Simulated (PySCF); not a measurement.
**Relaxation of singlet MgCl₃⁻**

Computed with B3LYP/[Mg def2-SVPD, Cl def2-SVPD], no relativity, density fitting, PySCF. A (50,194) grid was used.

A hand-made T-shaped start, of C2v symmetry, held to at least that symmetry:

Coordinates in bohr (charge -1 multiplicity 1):
```
Mg    0.0000    0.0000   -1.3054
Cl    0.0000    0.0000    3.1921
Cl    4.4949    0.0000   -1.1484
Cl   -4.4949    0.0000   -1.1484
```

Optimiser trace:
```csv
step,E − E(last) (kJ/mol),largest gradient (Eh/bohr)
0,130.66,0.03570
1,81.61,0.02634
2,34.53,0.01078
3,14.02,0.01158
4,5.12,0.00910
5,0.49,0.00295
6,0.03,0.00128
7,0.01,0.00066
8,0.00,0.00014
```

It ends at D3h with Mg–Cl 2.312 Å (×3); Cl–Mg–Cl 120.0° (×3) (after a last refinement on a finer grid). A frequency run shows a minimum.

Final geometry:
Z-matrix (Å, degrees; charge -1 multiplicity 1):
```
Mg
Cl 1 2.3123
Cl 1 2.3123 2 120.00
Cl 1 2.3123 2 120.00 3 180.00
```

The relaxation took roughly 80 core-seconds on a shared host.
